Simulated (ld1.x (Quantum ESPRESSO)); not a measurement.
**Varying the ultrasoft potential for oxygen (O)**

Base potential:

ld1.x (Quantum ESPRESSO) 7.5 input, shortened:

```
&input
   title='O', zed=8., rel=1, dft='PBESOL', iswitch=3,
   config='[He] 2s2 2p4'
 /
 &inputp
   pseudotype=3, tm=.true., lloc=-2, rcloc=0.80,
   nlcc=.false.
 /
4
2S  1  0   2.00   0.00  0.80  0.95  0.0
2S  1  0   0.00  -0.45  0.80  0.95  0.0
2P  2  1   4.00   0.00  1.20  1.40  0.0
2P  2  1   0.00   0.80  1.20  1.40  0.0
 &test
   configts(1)='2s2 2p4'
 /
```

All-electron outer shells of the reference configuration (PBEsol, scalar-relativistic, ld1.x):

```csv
shell,level (eV),outermost node (bohr),outermost maximum (bohr)
1s,-512.77,–,0.13
2s,-23.81,0.28,0.87
2p,-8.97,–,0.82
```

Cutoffs, loose and tight: the cutoffs (Ry, on a coarse ladder) from which the occupation-weighted sum of valence levels, in a spherical-Bessel basis at the reference potential, stays within 10 and 1 mRy of its value at 400 Ry. They do not see the model core or the augmentation charge, which bear on the density cutoff. Test errors are all-electron minus pseudo excitation energies from the reference, over the configurations 2s2 2p3; 2s2 2p2; 2s2 2p1; 2s0 2p6; 2s2 2p4.3; 2s2 2p3.5; 2s2 2p0. A dash means not determined; rows that change the core or the reference have their own tests. The largest error is taken over the tests solved by every variant that gives reliable tests at all: 2s2 2p1; 2s2 2p2; 2s2 2p3.

Cutoffs are not given where the Bessel-basis levels miss the radial ones by over 6 mRy, ghosts where they miss by over 20 mRy; a channel whose overlap is not positive is not tested.

| change | outcome | cutoff, loose | cutoff, tight | bound ghosts | largest test error (meV) |
| --- | --- | --- | --- | --- | --- |
| base | generated | 35 Ry | 70 Ry | none | +304 |
| local potential all-electron potential smoothed inside 1.15 bohr (lloc = -1) | generated | 35 Ry | 60 Ry | none | +304 |
| local potential all-electron potential smoothed inside 0.90 bohr (lloc = -2) | generated | 35 Ry | 70 Ry | none | +304 |
| wave 2s channel at -0.45 Ry: rcut 0.80, rcutus 0.95 bohr becomes 2s channel at -1.35 Ry: rcut 0.80, rcutus 0.95 bohr | generated | 35 Ry | 70 Ry | none | +310 |
| all radii scaled by about 1.20 (s 1.14, p 1.68 bohr, rcut 0.96/1.44); local potential all-electron potential smoothed inside 0.96 bohr (lloc = -2) | generated | – | – | not determined | -743 |
| type PAW; local potential all-electron potential smoothed inside 0.75 bohr (lloc = -2); core correction a·sin(br)/r model core, default radius (ld1.x builds one for every PAW set, though the input has nlcc=.false.); augmentation PSQ, inside the norm-conserving radii | generated | 35 Ry | 60 Ry | none | -3.8 |
| reference 2s2 2p3 | generated | – | – | not determined | +480 |
| waves 2s (bound): rcut 0.80, rcutus 1.42 bohr; 2s channel at -0.45 Ry: rcut 0.80, rcutus 1.42 bohr | generated | 35 Ry | 55 Ry | none | +330 |
| functional PBE | generated | 35 Ry | 60 Ry | none | +322 |

Task: What comes out with this change to the base: waves 2p (bound): rcut 1.20, rcutus 1.36 bohr; 2p channel at 0.8 Ry: rcut 1.20, rcutus 1.36 bohr?

Result: outcome: generated; cutoff, loose: 40 Ry; cutoff, tight: 70 Ry; bound ghosts: none; largest test error (meV): +306.

Task: What comes out with this change to the base: augmentation PSQ, radius 0.75 bohr?

Result: outcome: generated; cutoff, loose: 35 Ry; cutoff, tight: 70 Ry; bound ghosts: none; largest test error (meV): +56.
